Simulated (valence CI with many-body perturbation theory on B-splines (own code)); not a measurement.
**The 32-electron sequence from La25+ to Yb38+**

Computed by valence CI with perturbative core correlation (CI+MBPT): four valence electrons over a frozen Dirac-Fock core [Ar] 3d10, radial functions for each j: 11 s, 11 p, 9 d, 7 f, 5 g, 2 h, 1 i, with the one-electron correlation potential Σ1, the two-electron term Σ2, the three-electron term Σ3, Breit, model QED; selected CI, second order for the rest (own B-spline code, finite nucleus). Basis and details of the method differ along the sequence, and some ions are missing.

Excitation energies in eV above the lowest level of each ion. Labels name the leading LS component, so a column can jump where levels mix; a blank means that no level of the computed list carries the label, and where several do, the lowest of them is shown. The ionisation energies from NIST are mostly theoretical or semi-empirical. By estimate, excited configurations hold to about 0.1 % in light ions and 0.5 % in heavy ones, terms of the ground configuration to 0.5 to 2 %, and small fine-structure intervals to 10 cm⁻¹ or more; near the neutral end and where shells cross, configurations can be misplaced by 0.1 to 0.6 eV.

```tsv
Ion	Lowest level	IE (eV)	IE, NIST (eV)	4s²4p² ³P_2	4s²4p² ¹S_0	4s4p³ ³D°_3	4s²4p4d ³F°_2	4s4p³ ³P°_0	4s4p³ ³P°_1	4s²4p4d ³F°_3
La25+	4s²4p² ³P_0	867	865 ± 4	44.59	50.96	99.31	117.6	105.0	107.4	125.7
Ce26+	4s²4p² ³P_0	926.07	924 ± 4	49.29	55.82	106.0	123.8	111.9	114.4	132.2
Pr27+	4s²4p² ³P_0	987.1	985 ± 4	54.36	61.06	113.2	130.3	119.2	121.9	139.0
Nd28+	4s²4p² ³P_0	1050.1	1049 ± 4	59.82	66.69	120.7	137.2	126.9	129.7	146.0
Pm29+	4s²4p² ³P_0	1115.1	1113 ± 4	65.69	72.73	128.6	135.0	135.0	137.9	153.2
Sm30+	4s²4p² ³P_0	1182.1	1180 ± 4	71.99	79.20	136.9	142.2	143.6	146.6	160.8
Eu31+	4s²4p² ³P_0	1251	1249 ± 4	78.74	86.12	145.7	149.6	152.6	155.6	168.6
Gd32+	4s²4p² ³P_0	1322	1321 ± 4	85.97	93.52	155.0	157.0	162.2	165.0	176.8
Tb33+	4s²4p² ³P_0	1395.1	1393 ± 5	93.71	101.4	164.8	164.6	172.3	179.6	185.3
Dy34+	4s²4p² ³P_0	1470.2	1468 ± 5	102.0	109.9	175.1	172.4	182.9	189.8	194.2
Ho35+	4s²4p² ³P_0	1547.3	1545 ± 5	110.8	118.9	185.8	180.4	194.1	200.7	203.5
Er36+	4s²4p² ³P_0	1626.6	1625 ± 5	120.2	128.4	197.1	188.5	205.9	212.2	213.3
Tm37+	4s²4p² ³P_0	1707.9	1706 ± 4	130.2	138.6	208.8	197.1	218.3	224.6	223.7
Yb38+	4s²4p² ³P_0	1791.4	1789 ± 4	140.9	149.5	221.0	205.9	231.4	237.8	234.6
```

Problem. Does the computed ground configuration or its J change in this range?

Solution. No, it stays 4s²4p² with J = 0; its leading component is 75 % ³P at the start and 71 % ³P at the end, where the leading jj configuration holds 99 %.

Shares of the ionisation energy in eV, for some of the ions:

| Ion | Σ1 | Σ2 | Σ3 | Breit | QED |
| --- | --- | --- | --- | --- | --- |
| La25+ | 1.51 | 0.0182 | -0.113 | -0.767 | 0.0292 |
| Pr27+ | 1.55 | 0.0405 | -0.118 | -0.913 | 0.0304 |
| Pm29+ | 1.60 | 0.0636 | -0.123 | -1.08 | 0.0308 |
| Eu31+ | 1.64 | 0.0870 | -0.128 | -1.26 | 0.0303 |
| Tb33+ | 1.68 | 0.111 | -0.132 | -1.46 | 0.0285 |
| Ho35+ | 1.72 | 0.135 | -0.136 | -1.69 | 0.0252 |
| Tm37+ | 1.76 | 0.160 | -0.141 | -1.93 | 0.0200 |
